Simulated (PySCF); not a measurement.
Structure with atom numbers: `[BH3-:1][N:2]([CH3:3])[CH3:4]`; H(Xn) means a hydrogen on atom n.

Geometry: PBE0-D3(BJ)/def2-SVP; GIAO shifts from PySCF 2.14.0 with density-fitted response routines, gas phase, non-relativistic, averaged over equivalent atoms.

At PBE0/pcSseg-1 (113 basis functions, 6.8 s wall time on 1 thread of an Arm Neoverse V2, shared host):
```
      atoms  δ (ppm)
         B1    -20.3
         N2     24.9
      C3/C4     51.2
H(C3)/H(C4)     1.90
      H(B1)     1.54
```

Scale: 11B (σref 100.73) vs BF3·OEt2; 15N (σref 265.67) vs NH3; 13C (σref 184.41) and 1H (σref 31.27) against TMS (reference shieldings calculated alike).

Question: Estimate the result of repeating the calculation with mPW1PW91/pcSseg-2.

Answer: 
```json
{"atoms": "B1", "δ at mPW1PW91/pcSseg-2": "-19.5", "change": "+0.8"}
{"atoms": "N2", "δ at mPW1PW91/pcSseg-2": "21.9", "change": "-3.0"}
{"atoms": "C3/C4", "δ at mPW1PW91/pcSseg-2": "52.9", "change": "+1.7"}
{"atoms": "H(C3)/H(C4)", "δ at mPW1PW91/pcSseg-2": "2.10", "change": "+0.20"}
{"atoms": "H(B1)", "δ at mPW1PW91/pcSseg-2": "1.64", "change": "+0.10"}
```

Referencing at the same level of theory: BF3·OEt2 for 11B (σref 99.12); NH3 for 15N (σref 260.49); 13C (σref 183.53) and 1H (σref 31.29) against TMS.

The largest change is at N2 (nitrogen bonded to 2 C, B). Cost: 270 basis functions, 25 s wall time on 1 thread of an Arm Neoverse V2, shared host.

Experimental scales use liquid or dissolved standards, which lie at an offset from isolated NH3 (liquid NH3: subtract about 20 ppm).
